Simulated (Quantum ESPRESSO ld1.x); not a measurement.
Values are calculated unless marked as measured or tabulated.
Question: All-electron atom: Ho in [Xe] 4f11 6s1 5f1 (not the ground configuration). Level of theory: scalar-relativistic Kohn-Sham, LDA (Slater exchange, Perdew-Wang correlation), spin-polarised, spherical densities, point nucleus; open shells are filled with parallel spins first (ld1.x of Quantum ESPRESSO 7.5). Some entries of the table are withheld. Estimate them.

orbital  occ.  eigenvalue (eV)  <r> (bohr)
1s up       1         -55455.0     0.02075
1s down     1         -55455.0     0.02075
2s up       1         -9280.62     0.08815
2s down     1         -9280.56     0.08814
2p up       3         -8225.53     0.07809
2p down     3         -8225.48     0.07809
3s up       1         -2076.31      0.2301
3s down     1         -2075.05      0.2301
3p up       3         -1753.93      0.2291
3p down     3         -1752.68      0.2290
3d up       5         -1344.00      0.2080
3d down     5         -1343.03      0.2079
4s up       1         -414.327      0.5191
4s down     1         -411.733      0.5192
4p up       3         -308.173      0.5504
4p down     3         -305.618      0.5506
4d up       5         -164.791      0.5966
4d down     5         -162.295      0.5971
5s up       1         -55.8895       1.273
5s down     1         -54.6111       1.279
5p up       3         -31.2167       1.515
5p down     3         -30.2124       1.523
4f up       7              (1)      0.8396
6s up       1          -7.7310       3.613
4f down     4              (2)      0.8638
6s down     0          -6.8482       3.679
5f up       1          -0.4561         (3)
5f down     0          -0.3219         (4)

Answer: 
(1) 4f up eigenvalue (eV): -9.0295
(2) 4f down eigenvalue (eV): -6.8560
(3) 5f up <r> (bohr): 16.38
(4) 5f down <r> (bohr): 17.76
